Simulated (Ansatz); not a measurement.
Consider the redistribution: `O=CB[SiH3]` + `O[Si](F)(F)F` → `O[Si](F)(F)[SiH3]` + `O=CBF`.

Computed with Ansatz on PBE0-D4/def2-TZVP structures; ΔE is electronic, products minus reactants. CBS: MP2 limit from def2 TZ/QZ plus the TZ coupled-cluster correction, frozen cores. This one scheme is used for every species. Functionals use def2-TZVPP. One conformer a species, not always the lowest.

CCSD(T)/CBS gives +0.11 eV.

**Question.** Another level gave +0.07 eV. Which?
A. r2SCAN-D4/def2-TZVPP
B. revPBE-D4/def2-TZVPP
C. MP2/def2-TZVPP
D. LDA (SPW92)/def2-TZVPP

**Answer.** B. revPBE-D4 0.07, MP2/def2-TZVPP 0.13, LDA (SPW92) 0.17, r2SCAN-D4 0.22 eV.

Largest T1 diagnostic among the species: 0.021, so the coupled-cluster value is less sure than usual.

In def2-TZVPP, CCSD(T) changes the Hartree–Fock value by +0.14 eV (the triples alone add +0.03 eV) and MP2 by +0.17 eV. At CCSD(T), def2-SVP lies −0.33 eV from the extrapolated value and def2-TZVPP −0.02 eV. From r2SCAN to r2SCAN0 (25 % exact exchange), in def2-TZVPP and without D4, ΔE moves by −0.06 eV.
